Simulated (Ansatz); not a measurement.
`C[SiH](S)Br` → CH₃SH + `[SiH]Br` at 298.15 K and 1 bar (silylene formation by 1,1-elimination).

Isolated molecules relaxed with PBE0-D4/def2-TZVP in Ansatz; ΔE leaves out vibrations. CBS: MP2 limit from def2 TZ/QZ plus the TZ coupled-cluster correction, frozen cores. This one scheme is used for every species. For Br outer-core shells are correlated without core-valence functions, which leaves a few kJ/mol of doubt a bond. Scalar relativity is left out up to krypton. Each species was taken in one conformer, which may not be the lowest.

| species | CCSD(T)/CBS energy (Eh) | H − E (kJ/mol) | S (J/(mol·K)) |
| --- | --- | --- | --- |
| `C[SiH](S)Br` | -3301.32855 | 169.5 | 353.3 |
| CH₃SH | -438.22835 | 133.0 | 253.2 |
| `[SiH]Br` | -2862.97869 | 30.2 | 263.1 |

H − E and S are ideal-gas, rigid-rotor, harmonic terms from PBE0-D4/def2-TZVP, for one conformer and one mirror image of each species. 1 Eh = 2625.50 kJ/mol, R = 8.31446 J/(mol·K).

Q: By hand: ΔE, ΔH, ΔS and ΔG.

A: ΔE = (-438.22835) + (-2862.97869) − (-3301.32855) = 0.12151 Eh = 319.0 kJ/mol. Δ(H − E) = 133.0 + 30.2 − 169.5 = -6.3, so ΔH = 312.7 kJ/mol. ΔS = 253.2 + 263.1 − 353.3 = 163.0 J/(mol·K). ΔG = 312.7 − 298.15 × (163.0)/1000 = 264.1 kJ/mol.

Q: By hand: the equilibrium constant, and the temperature at which ΔG would vanish if ΔH and ΔS stayed fixed.

A: log₁₀ K = −ΔG/(RT ln 10) = -46.3. ΔG = 0 at ΔH/ΔS = 1918 K.

The number of gas molecules changes by +1, which sets the sign of ΔS. A doubt of 5 kJ/mol in ΔE shifts log₁₀ K by 0.9 here. Other conformers and mirror images would add mixing entropy, several J/(mol·K) or more a flexible species. These are equilibria of isolated gas molecules and say nothing of rates. Largest T1 diagnostic: 0.011 (customary marks: 0.02 for closed shells, 0.045 for open ones).
